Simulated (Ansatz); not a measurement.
Relaxation of ClF₂GeH (5 atoms, charge 0, multiplicity 1), to a largest force component of 0.03 eV/Å in at most 50 steps.

All numbers below come from RKS PBE/def2-SVP (Ansatz 0.2.0).

```xyz
5
Properties=species:S:1:pos:R:3
Ge -0.814 -0.016 0.280
H 1.606 0.074 1.592
F 2.016 -0.039 0.763
F -0.809 1.294 -0.908
Cl -1.059 -1.754 -1.063
```

**Question.** Where does it end, and by what steps?

**Answer.** The forces met the threshold. After 26 steps the energy has fallen by 0.422 eV; H2 moved furthest, 1.20 Å.

```tsv
step	energy less start (eV)	largest force component (eV/Å)	accepted
0	0.0000	0.342	yes
1	0.0012	2.109	no
2	-0.0319	0.461	yes
3	-0.0506	0.696	yes
4	-0.0637	0.331	yes
5	-0.0781	0.603	yes
6	-0.0851	0.347	yes
7	-0.0875	0.137	yes
8	-0.0879	0.190	yes
9	-0.0893	0.195	yes
10	0.0500	2.342	no
11	-0.0947	0.199	yes
12	-0.0879	0.801	no
13	-0.0988	0.148	yes
14	-0.1029	0.165	yes
15	-0.1075	0.455	yes
16	-0.1161	0.895	yes
17	-0.1315	1.509	yes
18	-0.1727	1.810	yes
19	-0.2611	1.284	yes
20	-0.3507	0.818	yes
21	-0.3860	0.681	yes
22	-0.4085	0.324	yes
23	-0.4207	0.103	yes
24	-0.4217	0.036	yes
25	-0.4217	0.057	yes
26	-0.4221	0.014	yes
```

```xyz
5
Properties=species:S:1:pos:R:3
Ge -0.936 -0.178 0.464
H 1.236 0.481 0.523
F 1.292 -0.275 1.144
F 0.092 1.182 -0.290
Cl -0.744 -1.651 -1.176
```

Whether the end is a true minimum wasn't checked by a vibrational analysis.

Time of the run: 60 s on 1 thread of Arm Neoverse V1, with other jobs on the host, peak memory 0.12 GiB.
